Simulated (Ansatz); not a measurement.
Geometry optimisation, Ansatz, RKS PBE/def2-SVP.

input.yaml

```yaml
crystal:
  periodic: [false, false, false]
  atoms:
    - { symbol: "N", position_ang: [-0.9084, 0.4192, -0.336] }
    - { symbol: Sn, position_ang: [-0.1305, -0.4861, 1.2819] }
    - { symbol: Br, position_ang: [2.2249, -1.104, 0.7473] }
    - { symbol: H, position_ang: [-0.2739, 1.2969, -0.5621] }
    - { symbol: H, position_ang: [-0.8622, -0.1996, -1.1724] }
basis:
  gaussian: { orbitals: def2-SVP }
hamiltonian:
  xc: pbe
relax:
  f_tol: 0.02
  max_steps: 40
scf:
  lower_state_search: "off"
```

Launched with:

```bash
$ ansatz run input.yaml --threads 1 --pin off --max-ram 2048MiB --backend cpu --events-out ev --progress --plain --runs-dir out
```

Problem. Where does it end, and by what steps?

Solution. The run converged. The force dipped under the threshold on the way, but the program's further checks kept it going. After 18 steps the energy has fallen by 0.766 eV; H4 moved furthest, 1.06 Å.

```json
{"step": "0", "energy less start (eV)": "0.0000", "largest force component (eV/Å)": "2.243", "accepted": "yes"}
{"step": "1", "energy less start (eV)": "-0.2169", "largest force component (eV/Å)": "0.747", "accepted": "yes"}
{"step": "2", "energy less start (eV)": "-0.2658", "largest force component (eV/Å)": "0.214", "accepted": "yes"}
{"step": "3", "energy less start (eV)": "-0.2696", "largest force component (eV/Å)": "0.054", "accepted": "yes"}
{"step": "4", "energy less start (eV)": "-0.2698", "largest force component (eV/Å)": "0.021", "accepted": "yes"}
{"step": "5", "energy less start (eV)": "-0.2698", "largest force component (eV/Å)": "0.005", "accepted": "yes"}
{"step": "6", "energy less start (eV)": "-0.2700", "largest force component (eV/Å)": "0.034", "accepted": "yes"}
{"step": "7", "energy less start (eV)": "-0.2712", "largest force component (eV/Å)": "0.093", "accepted": "yes"}
{"step": "8", "energy less start (eV)": "-0.2768", "largest force component (eV/Å)": "0.271", "accepted": "yes"}
{"step": "9", "energy less start (eV)": "-0.2987", "largest force component (eV/Å)": "0.597", "accepted": "yes"}
{"step": "10", "energy less start (eV)": "-0.3691", "largest force component (eV/Å)": "1.412", "accepted": "yes"}
{"step": "11", "energy less start (eV)": "-0.5074", "largest force component (eV/Å)": "1.647", "accepted": "yes"}
{"step": "12", "energy less start (eV)": "-0.6640", "largest force component (eV/Å)": "0.841", "accepted": "yes"}
{"step": "13", "energy less start (eV)": "-0.7330", "largest force component (eV/Å)": "0.485", "accepted": "yes"}
{"step": "14", "energy less start (eV)": "-0.7648", "largest force component (eV/Å)": "0.079", "accepted": "yes"}
{"step": "15", "energy less start (eV)": "-0.7656", "largest force component (eV/Å)": "0.022", "accepted": "yes"}
{"step": "16", "energy less start (eV)": "-0.7661", "largest force component (eV/Å)": "0.032", "accepted": "yes"}
{"step": "17", "energy less start (eV)": "-0.7663", "largest force component (eV/Å)": "0.025", "accepted": "yes"}
{"step": "18", "energy less start (eV)": "-0.7663", "largest force component (eV/Å)": "0.001", "accepted": "yes"}
```

```xyz
5
Properties=species:S:1:pos:R:3
N -0.543 0.454 -0.371
Sn 0.076 -0.086 1.507
Br 1.942 -1.645 0.627
H -1.312 1.103 -0.571
H -0.112 0.100 -1.232
```

Whether the end is a true minimum wasn't checked by a vibrational analysis.

Run time: 36 s on 1 thread of Arm Neoverse V1 (shared host), peak memory 0.11 GiB.
